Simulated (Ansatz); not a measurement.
Reaction (hydrogenolysis of a C–Zn bond): `O[SiH2][CH2][ZnH]` + H₂ → `C[SiH2]O` + `[ZnH2]`

Computed with Ansatz on PBE0-D4/def2-TZVP structures; ΔE is electronic, products minus reactants. CBS: MP2 limit from def2 TZ/QZ plus the TZ coupled-cluster correction, frozen cores. This one scheme is used for every species. DFT in def2-TZVPP. B3LYP here is the variant with VWN-RPA as its local correlation; programs differ in this. For Zn outer-core shells are correlated without core-valence functions, which leaves a few kJ/mol of doubt a bond. Scalar relativity is left out up to krypton. Each species was taken in one conformer, which may not be the lowest.

`O[SiH2][CH2][ZnH]`:

```xyz
10

O     0.081   -0.296   -1.517
Si    0.770    0.675   -0.338
C    -0.130    0.157    1.174
Zn   -1.364   -1.217    0.485
H     0.377   -0.228   -2.426
H     2.238    0.415   -0.303
H     0.568    2.103   -0.716
H     0.527   -0.276    1.933
H    -0.693    0.972    1.635
H    -2.375   -2.306    0.073
```

H₂:

```xyz
2

H    -0.022   -0.078    0.364
H     0.022    0.078   -0.364
```

`C[SiH2]O`:

```xyz
9

C    -0.702   -0.146   -0.928
Si    0.584    0.374    0.316
O     0.209   -0.102    1.853
H    -0.439    0.227   -1.922
H    -1.685    0.252   -0.664
H    -0.781   -1.235   -0.992
H     0.676    1.853    0.384
H     1.905   -0.185   -0.094
H     0.234   -1.039    2.048
```

`[ZnH2]`:

```xyz
3

Zn    0.000    0.000    0.000
H     1.100    0.226   -1.060
H    -1.100   -0.226    1.060
```

Q: Is it downhill or uphill in electronic energy at CCSD(T)/CBS, and by how much? (An estimate is asked.)

A: Ansatz gave: Downhill: ΔE = -5.2 kJ/mol.

Q: What do these levels give: PBE-D4, r2SCAN-D4, B3LYP-D4, ωB97X-V, ωB97M-V, B2PLYP, PBE, HF/def2-TZVPP, MP2/def2-TZVPP, SCS-MP2/def2-TZVPP, HF/def2-QZVPP, SCS-MP2/def2-QZVPP? (An estimate is asked.)

A: The calculation gave: PBE-D4 -7.8, r2SCAN-D4 -7.3, B3LYP-D4 -15.4, ωB97X-V -14.2, ωB97M-V -11.2, B2PLYP -16.1, PBE -13.6, HF/def2-TZVPP -43.0, MP2/def2-TZVPP -0.1, SCS-MP2/def2-TZVPP -9.4, HF/def2-QZVPP -43.0, SCS-MP2/def2-QZVPP -7.7 kJ/mol.

Largest T1 diagnostic among the species: 0.016.

The D4 term adds +9.5 kJ/mol with B3LYP and +5.0 kJ/mol with PBE0; it sums over pairs of atoms, weighted by their polarisabilities, and B3LYP, whose exchange is more repulsive, gets the larger term. In def2-TZVPP, CCSD(T) changes the Hartree–Fock value by +34.1 kJ/mol (the triples alone add +6.4 kJ/mol) and MP2 by +43.0 kJ/mol. From PBE to PBE0 (25 % exact exchange), in def2-TZVPP and without D4, ΔE moves by −3.1 kJ/mol.
